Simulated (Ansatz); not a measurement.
Born–Oppenheimer molecular dynamics of a periodic cell of 36 atoms, H$_{3}$C$_{4}$S$_{4}$N (packed as 3 CH3CN + 6 CS2, density as packed 1.12 g/cm³ with natural masses). It starts from a partly relaxed structure (largest force component 0.49 eV/Å).

Level of theory: DFT PBE-D3(BJ), scalar-relativistic, plane waves, PAW in Ansatz 0.2.0. Settings: cutoff 420 eV, k mesh 1x1x1, fermi-dirac smearing 0.02 eV, no spin polarisation.

```
ensemble        : NVT, Langevin thermostat
time step       : 0.5 fs
steps asked     : 150
set temperature : 1000 K
friction        : 0.02 /fs
seed            : 187262
```

First frame:

```xyz
36
Lattice="9.5134 0.0000 0.0000 0.0000 9.5134 0.0000 0.0000 0.0000 9.5134" Properties=species:S:1:pos:R:3
C 1.872 6.776 9.415
C 1.397 5.975 8.303
N 1.024 5.322 7.417
H 2.750 6.304 9.874
H 2.151 7.782 9.077
H 1.086 6.866 10.175
C 2.863 2.587 8.368
C 2.941 1.451 9.280
N 3.012 0.527 9.991
H 3.295 3.486 8.842
H 3.435 2.368 7.451
H 1.820 2.798 8.094
C 3.375 8.492 3.496
C 4.301 7.378 3.546
N 5.048 6.488 3.585
H 2.345 8.134 3.691
H 3.650 9.241 4.263
H 3.393 8.979 2.500
S 8.820 0.203 8.679
C 9.819 -0.009 7.506
S 10.837 -0.227 6.337
S 0.103 2.967 4.313
C 0.138 3.204 2.767
S 0.135 3.456 1.219
S 6.612 5.155 6.135
C 6.556 4.119 7.296
S 6.481 3.065 8.456
S 7.255 6.630 0.620
C 8.031 6.749 1.969
S 8.812 6.854 3.320
S 3.703 2.809 4.495
C 4.963 2.986 3.587
S 6.216 3.184 2.680
S 5.068 8.914 7.336
C 6.062 9.368 6.213
S 7.052 9.828 5.100
```

What does the run give?

All steps were run.

```json
{
 "steps done": "150",
 "time covered": "75 fs",
 "mean temperature over the second half": "897 K",
 "spread of the potential energy over the second half": "13.3 meV per atom",
 "mean potential energy of the second half above the start": "70.4 meV per atom"
}
```

The mean temperature of the second half is 10 % below the set value. A run of 0.075 ps of so small a system gives no equilibrium averages. Limits of this set-up: coarse k mesh.

What happens to the structure?

Mean squared displacements from the first frame to the last, about the centre of mass: C 0.21 Å², N 0.47 Å², H 1.14 Å², S 0.16 Å². Another seed would give other details.

How do temperature and energy run in time?


```tsv
time (fs)	T (K)	potential energy less start (eV)
0.0	972	0.000
6.0	663	1.173
12.0	577	1.653
18.0	651	1.647
24.0	689	1.808
30.0	700	1.777
36.0	727	1.803
42.0	965	1.803
48.0	1023	2.207
54.0	916	2.706
60.0	856	3.019
66.0	706	3.200
72.0	879	2.712
```

Time of the run: 13 min on 1 thread of AMD EPYC 7R43 64-Core Processor (Zen 3) (shared host), peak memory 0.77 GiB.
